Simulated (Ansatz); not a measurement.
Conformers of C$_{2}$H$_{8}$OSeSi (`CO[SiH](C)[SeH]`), each relaxed with PBE0-D4/def2-TZVP in Ansatz. CBS adds the triple-zeta coupled-cluster correction to the MP2 limit.

Outer-core shells of Se are correlated without core-valence functions. Scalar relativity is left out up to krypton. Spin–orbit coupling is left out.

Not all of them had a frequency check.

Conformer A:

Cartesian coordinates in Å:
```
C -1.001 0.327 -1.864
O -0.017 -0.283 -1.062
Si 0.316 0.171 0.477
C 1.597 -1.005 1.114
Se -1.524 0.053 1.837
H -1.997 0.210 -1.423
H -0.992 -0.155 -2.842
H -0.800 1.396 -2.001
H 0.752 1.594 0.494
H 1.939 -0.702 2.105
H 1.192 -2.017 1.181
H 2.454 -1.026 0.437
H -1.918 1.437 1.547
```

Conformer B:

```xyz
13

C     0.293   -1.525    1.375
O    -0.427   -1.181    0.214
Si    0.100   -0.054   -0.859
C     0.186    1.632   -0.075
Se   -1.278   -0.075   -2.663
H    -0.195   -2.386    1.835
H     0.303   -0.705    2.102
H     1.329   -1.798    1.143
H     1.431   -0.452   -1.396
H     0.551    2.366   -0.795
H    -0.799    1.951    0.273
H     0.865    1.626    0.782
H    -2.360    0.601   -1.934
```

Question: Which is lowest in electronic energy at CCSD(T)/CBS (frozen core, def2 sets), and by how much? (An estimate is asked.)

Answer: The calculation gave: A; B lies 9.3 kJ/mol higher.

Question: Give the energies relative to A (kJ/mol) with PBE-D4/def2-TZVPP, B3LYP-D4/def2-TZVPP, ωB97M-V/def2-TZVPP, r2SCAN/def2-TZVPP, PBE0/def2-TZVPP, MP2/def2-TZVPP, CCSD/CBS(def2). (An estimate is asked.)

Answer: Ansatz gave: 
```json
{"level": "PBE-D4/def2-TZVPP", "B": "10.2"}
{"level": "B3LYP-D4/def2-TZVPP", "B": "9.8"}
{"level": "ωB97M-V/def2-TZVPP", "B": "9.4"}
{"level": "r2SCAN/def2-TZVPP", "B": "10.1"}
{"level": "PBE0/def2-TZVPP", "B": "9.5"}
{"level": "MP2/def2-TZVPP", "B": "9.4"}
{"level": "CCSD/CBS(def2)", "B": "9.1"}
```

B3LYP here is the variant with VWN-RPA as its local correlation; programs differ in this.
